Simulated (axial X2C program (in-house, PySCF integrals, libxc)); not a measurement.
## Potential curves of RuN, without spin–orbit coupling

Computed with an axial X2C code built on PySCF integrals. Spin-free means the one-electron spin-free X2C Hamiltonian. Basis: Ru dyall-cv3z [12s12p8d5f3g], N dyall-av3z [7s7p3d2f] (cores contracted in-house); Gaussian nuclei, density fitting, unrestricted open shells. Masses: Ru 101.904 u, N 14.003 u.

State: M_S = 1/2, Λ = 0 (beyond evenly filled blocks: σα). Energies in kJ/mol from the fragments at the same level (Ru + N). Fits are polynomials in 1 − R0/R over 0.85 to 1.23 times the lowest point R0.

| R (Å) | B3LYP |
| --- | --- |
| 1.3424 | -255.40 |
| 1.4041 | -374.96 |
| 1.4504 | -429.26 |
| 1.4967 | -459.88 |
| 1.5430 | -471.71 |
| 1.5970 | -467.10 |
| 1.6510 | -447.62 |
| 1.7204 | -407.42 |
| 1.8053 | -347.10 |
| 1.9287 | -270.81 |

The state is a single determinant with fixed occupations, the lowest that a limited PBE0 search found. De is counted from the lowest determinant-based energies of the atoms at the same level, without counterpoise correction. Without a current term, density functionals place determinants with orbital angular momentum somewhat too high. The determinant is spin-polarised beyond a pure state at some levels (its spin-free form has ⟨S²⟩ too high), which makes Re and μ there less reliable.

Question: What are Re, ωe and De at the B3LYP level?

Answer: At B3LYP, spin-free: Re = 1.556 Å, ωe ≈ 1210 cm⁻¹, De = 4.89 eV to Ru + N; Be follows as 0.566 cm⁻¹.
